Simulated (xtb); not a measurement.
CH₅FO₂Si₂, SMILES [SiH2]1OC[Si@@]1(F)O. All values are semi-empirical tight-binding results from xtb (GFN2-xTB unless named), good for trends rather than for accurate numbers. Coordinates come from a GFN2-xTB optimisation. The structure was generated by enumeration; whether it is a known compound was not checked. One conformer was computed; it need not be the lowest.

Optimised geometry:

Bond lengths (Å): O1–Si2 1.623, O1–H7 0.952, Si2–F3 1.610, Si2–C4 1.932, Si2–Si6 2.302, C4–O5 1.444, C4–H8 1.092, C4–H9 1.091, O5–Si6 1.652, Si6–H10 1.461, Si6–H11 1.466. Angles (°): Si2–O1–H7 122.9, O1–Si2–F3 99.9, O1–Si2–C4 117.2, O1–Si2–Si6 129.1, F3–Si2–C4 110.8, F3–Si2–Si6 124.1, C4–Si2–Si6 72.6, Si2–C4–O5 98.6, Si2–C4–H8 117.6, Si2–C4–H9 116.1, O5–C4–H8 108.0, O5–C4–H9 108.1, H8–C4–H9 107.5, C4–O5–Si6 109.1, Si2–Si6–O5 79.6, Si2–Si6–H10 121.0, Si2–Si6–H11 119.9, O5–Si6–H10 110.3, O5–Si6–H11 109.2, H10–Si6–H11 111.2.

Computed properties:
```
Item                                            Result
---------------------------------------  -------------
orbital gap                                    4.30 eV
dipole moment                                   2.71 D
zero-point energy                        40.0 kcal/mol
G − E(el) at 298.15 K (modified RRHO)    19.5 kcal/mol
static polarisability (D4 model)            77.2 bohr³
solvation energy, GFN2-xTB/ALPB(water)   -5.3 kcal/mol
solvation energy, GFN2-xTB/ALPB(ch2cl2)  -4.3 kcal/mol
```

Task: Give the atomic charges and the Wiberg bond orders between heavy atoms. (Estimate from the structure and the level; the computed values follow.)

Result: charges (e) O1 -0.45, Si2 0.53, F3 -0.26, C4 -0.05, O5 -0.42, Si6 0.46, H7 0.31, H8 0.02, H9 0.02, H10 -0.08, H11 -0.09. Bond orders O1–Si2 1.21, Si2–F3 1.10, Si2–C4 0.85, C4–O5 0.98, Si2–Si6 0.76, O5–Si6 1.18.
